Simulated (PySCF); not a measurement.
## Correlation energy of Dy⁵⁰⁺ (dysprosium, charge +50)

[Ne] 3s2 3p4, high-spin 3P determinant. Calculation: PySCF 2.14, in an uncontracted even-tempered set (16 s from 11 bohr⁻², ratio 2.5; 10 p from 14 bohr⁻², ratio 2.5; 4 d from 60 bohr⁻², ratio 2.7; 4 f from 90 bohr⁻², ratio 2.7); the non-relativistic Hamiltonian (point nucleus). Frozen: 1s2; 14 electrons correlated; the 17 highest virtual orbitals of each spin left out.

```csv
level,correlation energy (mhartree)
CCSD,-575.52
(T),-1.00
CCSD(T),-576.52
```

Diagnostics: T1 = 0.00055, D1 = 0.0027, largest double amplitude 0.020.

A non-relativistic calculation at this Z misses sizeable relativistic shifts. Spin-orbit coupling is strong in this species (close to jj coupling), so the high-spin LS determinant is a model state, not a physical level.

Cost of the coupled-cluster step: roughly 40 core-seconds, for 14 correlated electrons.

Iterations:

```
CC2 = 0
CCSD nocc = (np.int64(8), np.int64(6)), nmo = (76, 76)
frozen orbitals [[0, 77, 78, 79, 80, 81, 82, 83, 84, 85, 86, 87, 88, 89, 90, 91, 92, 93], [0, 77, 78, 79, 80, 81, 82, 83, 84, 85, 86, 87, 88, 89, 90, 91, 92, 93]]
max_cycle = 100
direct = 0
conv_tol = 1e-08
conv_tol_normt = 1e-06
diis_space = 8
diis_start_cycle = 0
Init t2, MP2 energy = -0.557510015986765
Init E_corr(UCCSD) = -0.557510015987198
cycle = 1  E_corr(UCCSD) = -0.572059796764069  dE = -0.0145497808  norm(t1,t2) = 0.00879625
cycle = 2  E_corr(UCCSD) = -0.574832953173864  dE = -0.00277315641  norm(t1,t2) = 0.00186491
cycle = 3  E_corr(UCCSD) = -0.575522935507401  dE = -0.000689982334  norm(t1,t2) = 0.000422046
cycle = 4  E_corr(UCCSD) = -0.575515332384938  dE = 7.60312246e-06  norm(t1,t2) = 1.6647e-05
cycle = 5  E_corr(UCCSD) = -0.575515445145353  dE = -1.12760415e-07  norm(t1,t2) = 9.90575e-07
cycle = 6  E_corr(UCCSD) = -0.575515461280683  dE = -1.61353301e-08  norm(t1,t2) = 4.56739e-08
cycle = 7  E_corr(UCCSD) = -0.575515460010947  dE = 1.26973632e-09  norm(t1,t2) = 5.74214e-09
UCCSD converged
E(UCCSD) = -9200.912268573129  E_corr = -0.5755154600109467
UCCSD(T) correction = -0.00100293384271002
```

At this charge a non-relativistic calculation is a model, useful for the Z dependence of the correlation energy.

Spin-orbit coupling is strong in this species, so the high-spin LS determinant is a model state.
